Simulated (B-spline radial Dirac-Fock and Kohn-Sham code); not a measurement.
## Zn²⁺: eigenvalues, ΔSCF and the reference

System: zinc as Zn²⁺, [Ar] 3d9 4p1 (not the ground configuration).

The density-functional columns are spherical, spin-unpolarised Dirac-Kohn-Sham results without Breit or QED terms: −ε is minus the orbital energy of the initial state and ΔSCF the difference of two total energies. The reference in the last column comes from ΔSCF Dirac-Fock with Breit, self-energy and vacuum polarisation, finite nucleus, configuration average. All numbers are from a B-spline atomic structure program, in eV; a selection of levels is shown. For the 1s level of heavy atoms much of the gap between ΔSCF and the reference is the Breit and QED part, -18.1 eV here; for other levels the error of the functional can be larger.

```csv
level,LDA −ε,LDA ΔSCF,Dirac-Fock
K,9535.6,9718.6,9701.3
L1,1187.1,1216.1,1241.5
L2,1050.3,1085.9,1087.1
L3,1026.5,1061.3,1063.7
M1,159.1,170.6,182.8
M2,115.7,126.9,132.7
M3,112.6,123.7,129.6
"M4,5",39.85,50.12,47.13
"N2,3",18.57,22.66,21.32
```

Values without a named source are computed, but for edge energies of neutral atoms, which are taken from tables.
